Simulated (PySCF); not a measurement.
A failing input for Se⁻

```python
from pyscf import gto, dft

mol = gto.M(
    atom='Se 0 0 0',
    basis='6-311++g**',
    charge=-1,
    spin=1,
    verbose=4,
)
mf = dft.UKS(mol, xc='mn15')
mf.diis = False
mf.kernel()
mf.dip_moment()
print('orbital energies (hartree):', [e[max(0, n-3):n+3].round(4) for e, n in zip(mf.mo_energy, mol.nelec)])
```

```bash
$ OMP_NUM_THREADS=1 python input.py
```

The log, shortened:

```
[earlier lines left out]
cycle= 2 E= -2401.88960680225  delta_E= -0.036  |g|= 0.589  |ddm|= 0.555
cycle= 3 E= -2401.89358548599  delta_E= -0.00398  |g|= 0.513  |ddm|= 0.26
cycle= 4 E= -2401.89208060444  delta_E= 0.0015  |g|= 0.506  |ddm|= 0.247
cycle= 5 E= -2401.88675294796  delta_E= 0.00533  |g|= 0.546  |ddm|= 0.313
cycle= 6 E= -2401.88092551813  delta_E= 0.00583  |g|= 0.583  |ddm|= 0.385
cycle= 7 E= -2401.87142063026  delta_E= 0.0095  |g|= 0.659  |ddm|= 0.451
cycle= 8 E= -2401.86217676198  delta_E= 0.00924  |g|= 0.716  |ddm|= 0.517
cycle= 9 E= -2401.84680400655  delta_E= 0.0154  |g|= 0.821  |ddm|= 0.584
cycle= 10 E= -2401.83279029575  delta_E= 0.014  |g|= 0.89  |ddm|= 0.658
[30 cycles left out]
cycle= 41 E= -2281.89738989538  delta_E= 74.6  |g|= 23.6  |ddm|= 21.4
cycle= 42 E= -2356.48483404334  delta_E= -74.6  |g|= 17.3  |ddm|= 21.4

cycle= 43 E= -2281.87834600294  delta_E= 74.6  |g|= 23.6  |ddm|= 21.4
cycle= 44 E= -2356.48213311107  delta_E= -74.6  |g|= 17.3  |ddm|= 21.4

cycle= 45 E= -2281.87530890973  delta_E= 74.6  |g|= 23.6  |ddm|= 21.4
cycle= 46 E= -2356.48170206657  delta_E= -74.6  |g|= 17.3  |ddm|= 21.4

cycle= 47 E= -2281.87482419523  delta_E= 74.6  |g|= 23.6  |ddm|= 21.4
cycle= 48 E= -2356.48163324421  delta_E= -74.6  |g|= 17.3  |ddm|= 21.4

cycle= 49 E= -2281.87474680221  delta_E= 74.6  |g|= 23.6  |ddm|= 21.4
cycle= 50 E= -2356.48162225312  delta_E= -74.6  |g|= 17.3  |ddm|= 21.4
SCF not converged.
SCF energy = -2356.48162225312 after 50 cycles  <S^2> = 0.75001555  2S+1 = 2.0000155

WARN: System has nonzero charge -1; the dipole moment is origin-dependent.
Location of origin: [0. 0. 0.]

Dipole moment(X, Y, Z, Debye):  0.00000, -0.00000,  0.00000
orbital energies (hartree): [array([-6.2972, -6.2972, -6.2758, -4.2043, -4.1761, -4.1684]), array([-6.9286, -6.2915, -6.2915, -6.2612, -4.1861, -4.1602])]
```

**Question.** Which setting is at fault, why, and what does a mended input give?

**Answer.** The DIIS space (off): without DIIS the plain iteration does not settle within the cycle limit. With this edit
```diff
- mf.diis = False
```
the run finishes: E(SCF) = -2401.914150 Eh, 8 cycles, ⟨S²⟩ = 0.752.

No search for the lowest solution was made.
